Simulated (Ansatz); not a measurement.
`[SH][Zr]([Cl])([Cl])[Cl]`, 6 atoms. The species carries charge 0 and has multiplicity 1. Correlated methods include outer-core shells of Zr, which these sets cover unevenly. Zr takes the def2 core potential. All runs use 4 threads of a server CPU on a shared host. Correlated methods freeze the cores.

How many basis functions does each run have, and how long does it take in Ansatz? direct RPA on PBE orbitals/def2-TZVPP energy; RKS ωB97M-V/def2-SVP energy; RKS PBE0-D4/def2-TZVP frequencies; RKS PBE0-D4/def2-SVP energy; RKS SPW92/def2-TZVPP energy; RKS ωB97M-V/def2-QZVPP energy; RKS PBE0-D4/def2-TZVP relaxation (4 steps); RHF-CCSD(T)/def2-SVP energy; RKS ωB97X-V/def2-TZVPP energy; RKS r2SCAN-D4/def2-TZVPP energy and forces; RKS PBE0-D4/def2-QZVPP energy; RKS B97M-V/def2-TZVPP energy. (Estimate.)

Computed: Other jobs shared the machine, so times are rough.

```json
{"level": "RKS SPW92/def2-TZVPP", "job": "energy", "functions": "238", "wall time": "1.4 s", "peak host memory (GiB)": "0.39"}
{"level": "RKS PBE0-D4/def2-SVP", "job": "energy", "functions": "108", "wall time": "1.6 s", "peak host memory (GiB)": "0.27"}
{"level": "RHF-CCSD(T)/def2-SVP", "job": "energy", "functions": "108", "wall time": "4.6 s", "peak host memory (GiB)": "0.49"}
{"level": "RKS r2SCAN-D4/def2-TZVPP", "job": "energy and forces", "functions": "238", "wall time": "5.5 s", "peak host memory (GiB)": "0.43"}
{"level": "direct RPA on PBE orbitals/def2-TZVPP", "job": "energy", "functions": "238", "wall time": "6 s", "peak host memory (GiB)": "0.54"}
{"level": "RKS ωB97M-V/def2-SVP", "job": "energy", "functions": "108", "wall time": "6.5 s", "peak host memory (GiB)": "0.42"}
{"level": "RKS B97M-V/def2-TZVPP", "job": "energy", "functions": "238", "wall time": "8 s", "peak host memory (GiB)": "0.52"}
{"level": "RKS ωB97X-V/def2-TZVPP", "job": "energy", "functions": "238", "wall time": "9 s", "peak host memory (GiB)": "1.1"}
{"level": "RKS PBE0-D4/def2-QZVPP", "job": "energy", "functions": "391", "wall time": "9 s", "peak host memory (GiB)": "1.8"}
{"level": "RKS PBE0-D4/def2-TZVP", "job": "relaxation (4 steps)", "functions": "194", "wall time": "18 s", "peak host memory (GiB)": "0.69"}
{"level": "RKS ωB97M-V/def2-QZVPP", "job": "energy", "functions": "391", "wall time": "21 s", "peak host memory (GiB)": "2"}
{"level": "RKS PBE0-D4/def2-TZVP", "job": "frequencies", "functions": "194", "wall time": "100 s", "peak host memory (GiB)": "0.7"}
```
